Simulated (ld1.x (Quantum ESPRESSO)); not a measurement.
**B: PAW pseudisation with LDA (PZ), scalar-relativistic reference atom.**

The input file (ld1.x (Quantum ESPRESSO) 7.5):

```
&input
   title='B', zed=5., rel=1, dft='PZ', iswitch=3,
   config='[He] 2s2 2p1',
   nld=2, rlderiv=4.10, eminld=-3.0, emaxld=5.0, deld=0.02
 /
 &inputp
   pseudotype=3, lpaw=.true., tm=.true., lloc=-1, rcloc=3.40,
   nlcc=.true., new_core_ps=.true., rcore=1.05,
   which_augfun='BESSEL', rmatch_augfun=1.35,
   file_pseudopw='B.UPF', file_wfcaegen='ae.wfc', file_wfcncgen='nc.wfc', file_beta='beta', file_chi='chi', file_wfcusgen='us.wfc'
 /
4
2S  1  0   2.00   0.00  1.70  1.85  0.0
2S  1  0   0.00   0.15  1.70  1.85  0.0
2P  2  1   1.00   0.00  3.50  3.80  0.0
2P  2  1   0.00   2.30  3.50  3.80  0.0
 &test
   configts(1)='2s2 2p1'
 /
```

Command:

```bash
ld1.x < B.in > B.out
```

Output (shortened: banner, matrices, multipoles, cross overlaps and the repeated all-electron block are left out):

```
Program LD1 v.7.5
     --------------------------- All-electron run ----------------------------

     B
     scalar relativistic calculation

     atomic number is  5.00
     dft =PZ   lsd =0 sic =0 latt =0  beta=0.20 tr2=1.0E-14
     Exchange-correlation= PZ
                           (   1   1   0   0   0   0   0)
     mesh =1059 r(mesh) = 101.04461 a.u. xmin = -7.00 dx = 0.01250
     1 Ry =  13.60569312 eV, c = 137.03599908

     n l     nl                  e(Ry)          e(Ha)          e(eV)
     1 0     1S 1( 2.00)       -13.1316        -6.5658      -178.6638
     2 0     2S 1( 2.00)        -0.6901        -0.3451        -9.3898
     2 1     2P 1( 1.00)        -0.2734        -0.1367        -3.7204

     final scf error:  2.8E-15 reached in  32 iterations

     Etot =     -48.701118 Ry,     -24.350559 Ha,    -662.612468 eV

     Ekin =      48.362292 Ry,      24.181146 Ha,     658.002502 eV
     Encl =    -113.027233 Ry,     -56.513616 Ha,   -1537.813844 eV
     Eh   =      23.011419 Ry,      11.505709 Ha,     313.086301 eV
     Exc  =      -7.047596 Ry,      -3.523798 Ha,     -95.887428 eV

     normalization and overlap integrals

     s(1S/1S) =  1.000000  <r> =   0.3322  <r2> =    0.1500  r(max) =   0.2129
     s(2S/2S) =  1.000000  <r> =   1.9653  <r2> =    4.6702  r(max) =   1.5152
     s(2P/2P) =  1.000000  <r> =   2.2891  <r2> =    6.8012  r(max) =   1.5536

     ------------------------ End of All-electron run ------------------------

     --------------------- Generating PAW atomic setup --------------------

      Generating local potential from pseudized AE potential:
      Matching radius rcloc =   3.4000

      Local pseudo, rcloc= 3.372 Estimated cut-off energy=     2.13 Ry

      Computing core charge for nlcc:

       r > 1.05 : true rho core
      Core charge pseudized with two Bessel functions
      Integrated core pseudo-charge :   0.31
      Wfc-us  2S rcutus= 1.851  Estimated cut-off energy=    13.53 Ry
      Wfc-us  2S rcutus= 1.851  Estimated cut-off energy=    15.88 Ry
      Wfc-us  2P rcutus= 3.821  Estimated cut-off energy=     5.58 Ry
      Wfc-us  2P rcutus= 3.821  Estimated cut-off energy=     9.26 Ry

     Required augmentation: BESSEL   radius:    1.350000
     Suggested rho cutoff for augmentation:  29.72 Ry

     Estimated PAW energy =  -10.421936 Ryd

     ------------------- End of pseudopotential generation -------------------

     Computing logarithmic derivative in   4.09322
     Computing logarithmic derivative in   4.09322
     Computing the partial wave expansion
     R is outside the sphere for l=    0 j= 0.00
     R is outside the sphere for l=    0 j= 0.00
     R is outside the sphere for l=    1 j= 0.00
     R is outside the sphere for l=    1 j= 0.00

     ---------------------- Testing the pseudopotential ----------------------

     B
     scalar relativistic calculation

     atomic number is  5.00   valence charge is  3.00
     dft = SLA  PZ   NOGX NOGC   lsd =0 sic =0 latt =0  beta=0.20 tr2=1.0E-14
     mesh =1059 r(mesh) = 101.04461 xmin = -7.00 dx = 0.01250

     n l     nl             e AE (Ry)        e PS (Ry)    De AE-PS (Ry)
     1 0     2S   1( 2.00)       -0.69014       -0.69014       -0.00000
     2 1     2P   1( 1.00)       -0.27344       -0.27344       -0.00000

     eps = 2.5E-16  iter =  3

     Etot =     -48.701118 Ry,     -24.350559 Ha,    -662.612468 eV
     Etotps =   -10.421936 Ry,      -5.210968 Ha,    -141.797665 eV

     Ekin =       5.676681 Ry,       2.838341 Ha,      77.235183 eV
     Encl =     -13.037588 Ry,      -6.518794 Ha,    -177.385416 eV
     Ehrt =       3.986566 Ry,       1.993283 Ha,      54.239997 eV
     Ecxc =      -7.047596 Ry,      -3.523798 Ha,     -95.887430 eV
     (Ecc =      -0.257959 Ry,      -0.128979 Ha,      -3.509709 eV)

     ---------------------- End of pseudopotential test ----------------------
```

Generation and configuration tests took about 2 s on one core of a shared server CPU.

Transferability test of the new file with ld1.x, input:

```
&input
   title='B', zed=5., rel=1, dft='PZ', iswitch=2,
   config='[He] 2s2 2p1'
 /
 &test
   file_pseudo='B.UPF', nconf=10,
   configts(1)='2s2 2p1',
   configts(2)='2s2 2p0',
   configts(3)='2s1 2p0',
   configts(4)='2s2 2p0.5',
   configts(5)='2s1 2p1',
   configts(6)='2s1 2p2',
   configts(7)='2s0 2p3',
   configts(8)='2s2 2p1.3',
   configts(9)='2s2 2p1', lsdts(9)=1,
   configts(10)='2s1 2p0', lsdts(10)=1
 /
```

```bash
ld1.x < B.test.in > B.test.out
```

Pseudopotential blocks of its output, shortened (energy terms left out; the distinct warnings before each block abridged to one line each):

```
     ---------------------- Testing the pseudopotential ----------------------

     n l     nl             e AE (Ry)        e PS (Ry)    De AE-PS (Ry)
     1 0     2S   1( 2.00)       -0.69014       -0.69014       -0.00000
     2 1     2P   1( 1.00)       -0.27344       -0.27344       -0.00000

     eps = 2.5E-16  iter =  3

     Etot =     -48.701118 Ry,     -24.350559 Ha,    -662.612468 eV
     Etotps =   -10.421936 Ry,      -5.210968 Ha,    -141.797665 eV

     ---------------------- End of pseudopotential test ----------------------

          ---------------------- Testing the pseudopotential ----------------------

     n l     nl             e AE (Ry)        e PS (Ry)    De AE-PS (Ry)
     1 0     2S   1( 2.00)       -1.42714       -1.42501       -0.00213
     2 1     2P   1( 0.00)       -0.98934       -0.98176       -0.00758  !

     eps = 6.9E-15  iter =  7

     Etot =     -48.089125 Ry,     -24.044563 Ha,    -654.285884 eV
     Etotps =    -9.811187 Ry,      -4.905593 Ha,    -133.487996 eV
     dEtot_ae =       0.611993 Ry
     dEtot_ps =       0.610749 Ry,   Delta E=       0.001243 Ry

     ---------------------- End of pseudopotential test ----------------------

          Warning: n=2, l=1 expected 0 nodes, found 1
     ---------------------- Testing the pseudopotential ----------------------

     n l     nl             e AE (Ry)        e PS (Ry)    De AE-PS (Ry)
     1 0     2S   1( 1.00)       -2.30349       -2.30209       -0.00140
     2 1     2P   1( 0.00)       -1.87553       -1.86189       -0.01363  !

     eps = 6.4E-15  iter =  6

     Etot =     -46.229265 Ry,     -23.114633 Ha,    -628.981198 eV
     Etotps =    -7.953658 Ry,      -3.976829 Ha,    -108.215035 eV
     dEtot_ae =       2.471853 Ry
     dEtot_ps =       2.468278 Ry,   Delta E=       0.003575 Ry

     ---------------------- End of pseudopotential test ----------------------

          ---------------------- Testing the pseudopotential ----------------------

     n l     nl             e AE (Ry)        e PS (Ry)    De AE-PS (Ry)
     1 0     2S   1( 2.00)       -1.03331       -1.03484        0.00153
     2 1     2P   1( 0.50)       -0.60236       -0.60245        0.00010

     eps = 7.1E-15  iter = 10

     Etot =     -48.484819 Ry,     -24.242409 Ha,    -659.669567 eV
     Etotps =   -10.205257 Ry,      -5.102629 Ha,    -138.849598 eV
     dEtot_ae =       0.216299 Ry
     dEtot_ps =       0.216679 Ry,   Delta E=      -0.000380 Ry

     ---------------------- End of pseudopotential test ----------------------

          ---------------------- Testing the pseudopotential ----------------------

     n l     nl             e AE (Ry)        e PS (Ry)    De AE-PS (Ry)
     1 0     2S   1( 1.00)       -1.43301       -1.43771        0.00471
     2 1     2P   1( 1.00)       -0.99517       -0.99699        0.00181

     eps = 7.7E-15  iter = 17

     Etot =     -47.651322 Ry,     -23.825661 Ha,    -648.329265 eV
     Etotps =    -9.369013 Ry,      -4.684507 Ha,    -127.471920 eV
     dEtot_ae =       1.049796 Ry
     dEtot_ps =       1.052923 Ry,   Delta E=      -0.003127 Ry

     ---------------------- End of pseudopotential test ----------------------

          ---------------------- Testing the pseudopotential ----------------------

     n l     nl             e AE (Ry)        e PS (Ry)    De AE-PS (Ry)
     1 0     2S   1( 1.00)       -0.72416       -0.72388       -0.00028
     2 1     2P   1( 2.00)       -0.30511       -0.30510       -0.00001

     eps = 1.8E-15  iter = 10

     Etot =     -48.283209 Ry,     -24.141604 Ha,    -656.926520 eV
     Etotps =   -10.004157 Ry,      -5.002079 Ha,    -136.113497 eV
     dEtot_ae =       0.417910 Ry
     dEtot_ps =       0.417779 Ry,   Delta E=       0.000131 Ry

     ---------------------- End of pseudopotential test ----------------------

          ---------------------- Testing the pseudopotential ----------------------

     n l     nl             e AE (Ry)        e PS (Ry)    De AE-PS (Ry)
     1 0     2S   1( 0.00)       -0.75290       -0.75097       -0.00193
     2 1     2P   1( 3.00)       -0.33189       -0.33079       -0.00111

     eps = 1.2E-15  iter =  9

     Etot =     -47.863152 Ry,     -23.931576 Ha,    -651.211364 eV
     Etotps =    -9.584607 Ry,      -4.792304 Ha,    -130.405224 eV
     dEtot_ae =       0.837966 Ry
     dEtot_ps =       0.837329 Ry,   Delta E=       0.000637 Ry

     ---------------------- End of pseudopotential test ----------------------

          ---------------------- Testing the pseudopotential ----------------------

     n l     nl             e AE (Ry)        e PS (Ry)    De AE-PS (Ry)
     1 0     2S   1( 2.00)       -0.51533       -0.51262       -0.00272
     2 1     2P   1( 1.30)       -0.10988       -0.10704       -0.00283

     eps = 3.8E-16  iter = 13

     Etot =     -48.757886 Ry,     -24.378943 Ha,    -663.384841 eV
     Etotps =   -10.478295 Ry,      -5.239148 Ha,    -142.564470 eV
     dEtot_ae =      -0.056768 Ry
     dEtot_ps =      -0.056359 Ry,   Delta E=      -0.000409 Ry

     ---------------------- End of pseudopotential test ----------------------
```

The test run then stopped with an error in new_paw_hamiltonian: “negative rho”.
